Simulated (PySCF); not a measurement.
## Dipole response of Mg⁺ (magnesium, charge +1)

[Ne] 3s1, 2S determinant. All numbers are calculated (PySCF 2.14, no relativity, point nucleus, in aug-cc-pCVTZ). Coupled (time-dependent) response in atomic units; α is the mean over directions.

| method | mean α (bohr³) | C₆ (like pair) | S(−4) |
| --- | --- | --- | --- |
| UHF | 38.79 | 179.4 | 1595 |
| PBE | 33.52 | 144.1 | 1202 |
| PBE0 | 35.05 | 153.9 | 1312 |
| wB97X-V | 36.28 | 161.9 | 1408 |
| r2SCANh | 35.60 | 161.4 | 1290 |

S(−4) is the Cauchy moment in α(ω) = α(0) + S(−4) ω² + …

α(iu) at r2SCANh:

| u (hartree) | α(iu) (bohr³) |
| --- | --- |
| 0 | 35.60 |
| 0.0500 | 32.64 |
| 0.100 | 26.17 |
| 0.200 | 14.73 |
| 0.300 | 8.675 |
| 0.500 | 3.957 |
| 0.750 | 2.096 |
| 1.00 | 1.372 |
| 1.50 | 0.8012 |
| 2.00 | 0.5676 |
| 3.00 | 0.3570 |
| 5.00 | 0.1944 |

A single London oscillator, α(iu) = α/(1 + u²/ω²), gives C₆ = (3/4) ω α². Matching the computed C₆ needs ω = 4 × 161.4 / (3 × 35.60²) = 0.170 hartree.

For an ion, C₆ is the dispersion term alone; charge-induced terms of lower order in 1/R come first.
